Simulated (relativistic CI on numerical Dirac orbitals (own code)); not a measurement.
Method of calculation: Dirac-Coulomb-Breit CI, orbitals from a KLI potential per configuration, QED by a radiative potential, unscaled Slater integrals (own radial code, finite nucleus).

CI space (outside the closed core [Ar] 3d10): 4s2 4p6 4d10 4f, 4s2 4p6 4d9 4f2, 4s2 4p6 4d10 5s, 4s2 4p6 4d10 5p, 4s2 4p5 4d10 4f2, 4s2 4p6 4d10 5d, 4s 4p6 4d10 4f2, 4s2 4p6 4d9 4f 5s, 4s2 4p6 4d10 5f, 4s2 4p6 4d9 4f 5p, 4s2 4p6 4d10 6s, 4s2 4p6 4d10 5g, 4s2 4p6 4d10 6p, 4s2 4p6 4d10 6d, 4s2 4p5 4d10 4f 5s, 4s2 4p6 4d10 6f, 4s2 4p6 4d9 4f 5f, 4s2 4p6 4d10 7s, 4s2 4p6 4d10 7p, 4s 4p6 4d10 5s2, 4s2 4p6 4d9 4f 6p. Double excitations out of closed p, d and f shells are left out; levels of such configurations are missing from the list, as are those of other unlisted configurations, and high levels can miss mixing partners.

At this charge energies of transitions that change n are usually good to better than 1 %, and those within a shell (Δn = 0) to a few per cent.

Outline of the computed level scheme of Ir XXXI. Lowest level of each configuration: 4s2 4p6 4d10 4f 2F°_5/2 at 0.000 eV; 4s2 4p6 4d10 5s 2S_1/2 at 181.822 eV; 4s2 4p6 4d9 4f2 4F_3/2 at 206.143 eV.

Some strong electric-dipole decays among the lowest 45 levels: 4s2 4p6 4d9 4f2 4G_5/2 → 4s2 4p6 4d10 4f 2F°_5/2 (2.4e+10 s⁻¹); 4s2 4p6 4d9 4f2 4D_5/2 → 4s2 4p6 4d10 4f 2F°_5/2 (2.3e+10 s⁻¹); 4s2 4p6 4d9 4f2 2G_9/2 → 4s2 4p6 4d10 4f 2F°_7/2 (1.7e+10 s⁻¹); 4s2 4p6 4d9 4f2 2G_9/2 → 4s2 4p6 4d10 4f 2F°_7/2 (1.6e+10 s⁻¹); 4s2 4p6 4d9 4f2 2D_3/2 → 4s2 4p6 4d10 4f 2F°_5/2 (1.0e+10 s⁻¹); 4s2 4p6 4d9 4f2 2G_7/2 → 4s2 4p6 4d10 4f 2F°_5/2 (6.8e+09 s⁻¹); 4s2 4p6 4d9 4f2 2F_5/2 → 4s2 4p6 4d10 4f 2F°_5/2 (5.6e+09 s⁻¹); 4s2 4p6 4d9 4f2 2P_3/2 → 4s2 4p6 4d10 4f 2F°_5/2 (4.6e+09 s⁻¹).

LS names give the leading component of a level, which can be under half, so a name can repeat, a term be missing and a line seem to break the LS rules.
